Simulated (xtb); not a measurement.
xtb input:

```bash
xtb mol.xyz --gfn 2 --sp --chrg 1 --uhf 0
```
mol.xyz:
```
7

C     -1.87145714    -0.76015551    -0.33194027
Si    -0.03144620    -0.42576375    -0.42808476
Cl     0.26354125     1.57122262    -0.90035779
Cl     0.81726724    -0.80723559     1.42452926
H     -2.04978166    -1.80234614    -0.06587426
H     -2.31308888    -0.11614965     0.43208996
H     -2.34188408    -0.54765806    -1.29230240
```

Q: Predict the final energy.

A: -14.09279 Eh (GFN2-xTB).

This state (charge 1, singlet) is run at the relaxed geometry of the species with charge 0 and multiplicity 2.
